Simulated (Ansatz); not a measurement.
# Ligand exchange: how K changes with temperature for SnH4 + C2H9NSi ⇌ SiH3(SnH3) + C2H7N

Gas-phase species: SnH4 `[SnH4]`, singlet; C2H9NSi `CN(C)[SiH3]`, singlet; SiH3(SnH3), singlet; C2H7N (dimethylamine) `CNC`, singlet. The partners trade H for SiH3: Sn–H and N–SiH3 bonds give way to Sn–SiH3 and N–H.

The electronic reaction energy at CCSD(T)/def2-TZVPP is +17.9 kJ/mol. Shapes: PBE0-D4/def2-TZVP. Programs: Ansatz 0.2.0. Enthalpy and entropy come from rigid-rotor, harmonic-oscillator sums on unscaled PBE0-D4/def2-TZVP wavenumbers, ideal gases at 1 bar. Symmetry numbers: SnH4 12, C2H9NSi 1, SiH3(SnH3) 3, C2H7N 1. R = 8.3145 J/(mol K).

```
T (K)  ΔH (kJ/mol)  ΔS (J/(mol K))
  800        +27.5           +22.1
 1100        +26.5           +21.1
 1400            ?               ?
```

Problem. Work out ln K at 800 and 1100 K, and from these estimate it at 1400 K.

Solution. 
1. 800 K: ΔG = +27.5 − 800 × (+22.1)/1000 = +9.8 kJ/mol; ln K = −ΔG/RT = -1.47.
2. 1100 K: ΔG = +26.5 − 1100 × (+21.1)/1000 = +3.3 kJ/mol; ln K = −ΔG/RT = -0.36.
3. Slope against 1000/T: (-0.36 − (-1.47))/(0.9091 − 1.2500) = -3.26, that is −ΔH/R with ΔH near +27 kJ/mol.
4. 1400 K: ln K = -1.47 + (-3.26) × (0.7143 − 1.2500) = +0.28.

The full sums give ΔH = +25.5 kJ/mol, ΔS = +20.2 J/(mol K), ΔG = -2.8 kJ/mol and ln K = +0.24 at 1400 K, so the line is off by +0.04 in ln K; without rounding the miss is +0.02, from the change of ΔH with temperature. The products are favoured at 1 bar above about 1260 K, give or take 485 K for 10 kJ/mol in the energy. An error of 10 kJ/mol in the energy moves ln K by 0.9 at 1400 K. Soft modes are treated as harmonic, which can err either way at these temperatures; the lowest are those of C2H9NSi (124 cm⁻¹), SiH3(SnH3) (90 cm⁻¹), C2H7N (234 cm⁻¹). Other reactions of these species are left aside. For atoms past krypton def2 sets carry core potentials with scalar relativity. Outer-core shells of Sn are correlated, in sets that cover them unevenly.
